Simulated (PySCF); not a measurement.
F₃In, SMILES [F][In]([F])[F] (connectivity only; charge and spin as stated), charge +1, multiplicity 2.

The structure is a stationary point at B3LYP-D3(BJ)/def2-SVP. The multiplicity is an assumed one; other spin states were not compared. The isomer is the one that the SMILES or the coordinates give; other isomers of the formula were not compared. The def2 effective core potentials stand for the cores of In; spin–orbit coupling is left out.

Computed with TDA-ωB97X/def2-SVPD (PySCF).

Vertical excitations. 

**Question.** List the lowest excited states. (The exact figures need the calculation; the answer reports its results.)

**Answer.** 
```
state    energy (eV)  λ (nm)      f                                                                     main pairs
-------  -----------  ------  -----  -----------------------------------------------------------------------------
root 1          1.43     870  0.000                                                             β HOMO−3→LUMO 99 %
root 2          1.93     643  0.000                                           β HOMO−4→LUMO 81 %, β HOMO→LUMO 19 %
root 3          2.39     519  0.000                                                             β HOMO−6→LUMO 95 %
root 4          3.19     389  0.045                                         β HOMO−2→LUMO 56 %, β HOMO−7→LUMO 27 %
root 5          4.43     280  0.085  α HOMO−5→LUMO 6 %, β HOMO−7→LUMO 36 %, β HOMO−5→LUMO 25 %, β HOMO−2→LUMO 21 %
root 6          4.99     248  0.002                                           α HOMO→LUMO 58 %, β HOMO→LUMO+1 38 %
root 7          5.06     245  0.000                                       α HOMO−1→LUMO 64 %, β HOMO−1→LUMO+1 33 %
root 8          5.57     223  0.000                                                             β HOMO−1→LUMO 96 %
root 9          5.58     222  0.000                                           β HOMO→LUMO 81 %, β HOMO−4→LUMO 19 %
root 10         5.62     221  0.010                                       α HOMO−1→LUMO 34 %, β HOMO−1→LUMO+1 64 %
```
Unrestricted roots are not spin-pure.
